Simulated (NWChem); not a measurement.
Molecule: CH3BiF2O; SMILES C[O][Bi]([F])[F]

All runs: NWChem. Structure relaxed at the PBE0/def2-SVP level. No frequency run checked for a minimum. def2 effective core potentials on Bi; no spin-orbit coupling. One conformer.

Diagonal of the polarisability tensor at B3LYP/def2-SVPD, static: 53.50, 70.48, 52.53 bohr³.

Question: Find the mean polarisability volume, the molar refraction, and the refractive index that an ideal gas of it would have at 273.15 K and 1 atm.

Answer: 
1. Mean: one third of the trace = 58.84 bohr³ × 0.14818 Å³/bohr³ = 8.72 Å³.
2. Molar refraction (Lorentz-Lorenz): (4π/3) N_A α = 22.0 cm³/mol.
3. Number density p/kT = 2.687 × 10⁻⁵ Å⁻³; n − 1 = 2π N α = 14.72 × 10⁻⁴.
4. These hold the electronic response alone: vibrational and orientational terms add to the static dielectric constant.
